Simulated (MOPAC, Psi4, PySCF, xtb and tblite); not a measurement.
Conformational energy of SMILES [SiH3]c1cccc([SeH])c1 (C₆H₈SeSi). Scanned: dihedral C5–C6–Se7–H15; all other coordinates were relaxed at GFN2-xTB. Points at φ and −φ are mirror images. Heavy atoms are numbered in the order of the SMILES [SiH3]c1cccc([SeH])c1, hydrogens after them in the order of the atoms that carry them; the mirror image has the same energies with the sign of each dihedral reversed.

Levels of theory: PM3, restricted, heats of formation // GFN2-xTB (MOPAC); RMP2/3-21G = restricted MP2 (frozen core)/3-21G // GFN2-xTB (PySCF 2.14.0); GFN2-xTB (xtb and tblite); PBE-D3(BJ)/def2-SVP // GFN2-xTB (Psi4).

Energies relative to the lowest point of each profile, in kJ/mol; the last columns give the difference from PBE-D3(BJ):

```tsv
φ / °	PM3	RMP2/3-21G	GFN2-xTB	PBE-D3(BJ)/def2-SVP	PM3 − PBE-D3(BJ)/def2-SVP	RMP2/3-21G − PBE-D3(BJ)/def2-SVP	GFN2-xTB − PBE-D3(BJ)/def2-SVP
-160	0.5	3.1	1.3	0.7	-0.2	2.5	0.6
-140	1.7	2.2	4.4	2.3	-0.6	-0.1	2.1
-120	2.9	0.9	7.7	4.1	-1.2	-3.2	3.7
-100	3.4	0.0	9.9	5.3	-1.9	-5.3	4.6
-80	3.2	0.1	9.8	5.2	-2.0	-5.1	4.6
-60	2.5	1.1	7.6	3.9	-1.4	-2.8	3.7
-40	1.4	2.5	4.2	2.2	-0.8	0.3	2.0
-20	0.4	3.5	1.4	0.8	-0.4	2.7	0.5
0	0.1	3.9	0.3	0.3	-0.3	3.5	-0.1
20	0.4	3.5	1.4	0.8	-0.4	2.7	0.5
40	1.4	2.5	4.2	2.2	-0.8	0.3	2.0
60	2.5	1.1	7.6	3.9	-1.4	-2.8	3.7
80	3.2	0.1	9.8	5.2	-2.0	-5.1	4.6
100	3.4	0.0	9.9	5.3	-1.9	-5.3	4.6
120	2.9	0.9	7.7	4.1	-1.2	-3.2	3.7
140	1.7	2.2	4.4	2.3	-0.6	-0.1	2.1
160	0.5	3.1	1.3	0.7	-0.2	2.5	0.6
180	0.0	3.4	0.0	0.0	0.0	3.4	0.0
```

PM3 is furthest from PBE-D3(BJ)/def2-SVP at -80 (-2.0 kJ/mol, below); its mean absolute difference over the points is 1.0 kJ/mol.

RMP2/3-21G is furthest from PBE-D3(BJ)/def2-SVP at -100 (-5.3 kJ/mol, below); its mean absolute difference over the points is 2.8 kJ/mol.

GFN2-xTB is furthest from PBE-D3(BJ)/def2-SVP at -80 (4.6 kJ/mol, above); its mean absolute difference over the points is 2.4 kJ/mol.
